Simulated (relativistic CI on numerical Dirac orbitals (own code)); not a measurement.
One change at a time: W³⁷⁺

Base calculation: Dirac-Coulomb-Breit CI, KLI orbitals optimised for each configuration, QED by a radiative potential, unscaled Slater integrals.

CI space (outside the closed core [Ar] 3d10): 4s2 4p6 4d, 4s2 4p6 4f, 4s2 4p5 4d2, 4s 4p6 4d2, 4s2 4p5 4d 4f, 4s 4p6 4d 4f, 4s2 4p6 5s, 4s2 4p6 5p, 4s2 4p6 5d, 4p6 4d3, 4p5 4d4, 4p5 4d3 4f, 4s 4p6 4f2, 4s 4p5 4f3, 4p6 4f3. Double excitations out of closed p, d and f shells are left out; levels of such configurations are missing from the list, as are those of other unlisted configurations, and high levels can miss mixing partners.

Variants: (1) valence Slater integrals scaled by 0.9; (2) Breit term removed; (3) only the first 3 configurations. Shifts of the energy above 4s2 4p6 4d 2D_3/2, in cm⁻¹, for the lowest level and the first level of each name with at least 55 % of one term (blank where a level changes its place among those of its configuration and J or its character, or is not in the variant):

| Level | Base | Δ(1) | Δ(2) | Δ(3) |
| --- | --- | --- | --- | --- |
| 4s2 4p6 4d 2D_3/2 | 0 | 0 | 0 | 0 |
| 4s2 4p6 4d 2D_5/2 | 153914 | +24 | +3431 | +140 |
| 4s2 4p5 4d2 4D°_1/2 | 1229496 | +7669 | +4085 | -15628 |
| 4s2 4p5 4d2 4G°_9/2 | 1385759 | +5559 | +7902 | -11827 |
| 4s2 4p5 4d2 2H°_11/2 | 1419367 | +2866 | +8794 | -11172 |
| 4s2 4p5 4d2 2G°_9/2 | 1485663 | -3762 | +8159 | -14408 |
| 4s2 4p5 4d2 4G°_11/2 | 1543966 | +3712 | +11341 | -11108 |
| 4s2 4p5 4d2 2P°_1/2 | 1603258 | -4252 | +9711 | -15337 |
| 4s2 4p5 4d2 2P°_3/2 | 1695479 | -10887 | +9784 | -14039 |
| 4s2 4p6 4f 2F°_7/2 | 1799513 | -8784 | +9315 | -15862 |
| 4s2 4p5 4d 4f 4G_5/2 | 2838194 | +14204 | +9912 |  |
| 4s2 4p5 4d 4f 4G_7/2 | 2883231 | +11036 | +10838 |  |
| 4s2 4p5 4d 4f 4D_1/2 | 2917888 | +6836 | +9889 |  |

At this charge energies of transitions that change n are usually good to better than 1 %, and those within a shell (Δn = 0) to a few per cent.

Ionisation energy from the two ground configurations alone: base 1617.82 eV; Breit term removed 1618.84 eV. The NIST ASD value (semi-empirical) is 1621.7 eV.

LS names give the leading component of a level, which can be under half, so a name can repeat, a term be missing and a line seem to break the LS rules.
